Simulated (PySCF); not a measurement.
Excitations are Tamm–Dancoff values on a coarser integration grid. The basis has no diffuse functions, so Rydberg states are missing or too high.

Cartesian coordinates (Å):
```xyz
21

C      2.5071    -1.1460     0.1321
O      1.4465    -0.7136    -0.6868
Ge     0.0001     0.0003     0.0002
O     -1.1841     0.0701    -1.2909
C     -1.3834    -1.0209    -2.1584
O      0.1794     1.6372     0.6021
C      0.2865     2.7310    -0.2780
O     -0.4417    -0.9923     1.3761
C     -1.4102    -0.5643     2.3042
H      2.1549    -1.7625     0.9765
H      3.0819    -0.2954     0.5402
H      3.1879    -1.7539    -0.4831
H     -1.9922    -0.6752    -3.0078
H     -0.4320    -1.4194    -2.5498
H     -1.9259    -1.8449    -1.6613
H      1.2773     2.7686    -0.7651
H      0.1589     3.6544     0.3074
H     -0.4857     2.7074    -1.0656
H     -1.3574    -1.2255     3.1826
H     -1.2364     0.4731     2.6371
H     -2.4316    -0.6282     1.8884
```
Charge 0, spin multiplicity 1.

### Question
Estimate the LUMO, HOMO, S1–T1 gap (TDA), dipole moment, total energy, S1 excitation (TDA), S1 oscillator strength and HOMO–LUMO gap that PBE0-D3(BJ)/def2-TZVP // PBE0-D3(BJ)/def2-SVP in PySCF 2.14.0 returns for this input.

### Answer

```yaml
LUMO: 0.27 eV
HOMO: -8.05 eV
S1–T1 gap (TDA): 0.45 eV
dipole_moment: 0.00 D
total_energy: -69035.99 eV
S1 excitation (TDA): 6.89 eV
S1 oscillator strength: 0.015
HOMO–LUMO gap: 8.32 eV
```
